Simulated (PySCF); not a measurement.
H5NOSiZn, SMILES [Zn]([O][SiH3])[NH2].

Geometry optimised at PBE0-D3(BJ)/def2-SVP. The structure was generated by enumeration; whether it is a known compound was not checked. One conformer was computed; it need not be the lowest.

All values below come from PySCF with TDA-PBE/def2-SVPD.

Vertical excitations. The molecule is in vacuum.

### Question
Estimate the UV-visible absorptions. (An estimate is asked for; the answer gives what the named calculation found.)

### Answer

```json
[
 {"state": "S1", "energy (eV)": "4.46", "λ (nm)": "278", "f": "0.056", "main pairs": "HOMO→LUMO 96 %"},
 {"state": "S2", "energy (eV)": "5.00", "λ (nm)": "248", "f": "0.005", "main pairs": "HOMO−1→LUMO 100 %"},
 {"state": "S3", "energy (eV)": "5.28", "λ (nm)": "235", "f": "0.015", "main pairs": "HOMO−2→LUMO 98 %"},
 {"state": "S4", "energy (eV)": "5.32", "λ (nm)": "233", "f": "0.006", "main pairs": "HOMO→LUMO+1 100 %"},
 {"state": "S5", "energy (eV)": "6.01", "λ (nm)": "206", "f": "0.038", "main pairs": "HOMO→LUMO+3 99 %"},
 {"state": "S6", "energy (eV)": "6.06", "λ (nm)": "204", "f": "0.015", "main pairs": "HOMO→LUMO+2 77 %, HOMO−1→LUMO+1 12 %"},
 {"state": "S7", "energy (eV)": "6.25", "λ (nm)": "199", "f": "0.060", "main pairs": "HOMO−1→LUMO+1 81 %"},
 {"state": "S8", "energy (eV)": "6.34", "λ (nm)": "196", "f": "0.001", "main pairs": "HOMO−2→LUMO+1 100 %"},
 {"state": "S9", "energy (eV)": "6.45", "λ (nm)": "192", "f": "0.005", "main pairs": "HOMO−1→LUMO+2 100 %"},
 {"state": "S10", "energy (eV)": "6.57", "λ (nm)": "189", "f": "0.003", "main pairs": "HOMO→LUMO+4 94 %"},
 {"state": "T1", "energy (eV)": "3.91", "λ (nm)": "317", "f": "0", "main pairs": "HOMO→LUMO 99 %"},
 {"state": "T2", "energy (eV)": "4.79", "λ (nm)": "259", "f": "0", "main pairs": "HOMO−1→LUMO 100 %"},
 {"state": "T3", "energy (eV)": "4.99", "λ (nm)": "248", "f": "0", "main pairs": "HOMO−2→LUMO 98 %"},
 {"state": "T4", "energy (eV)": "5.23", "λ (nm)": "237", "f": "0", "main pairs": "HOMO→LUMO+1 100 %"}
]
```
Triplets are in the Tamm–Dancoff approximation.
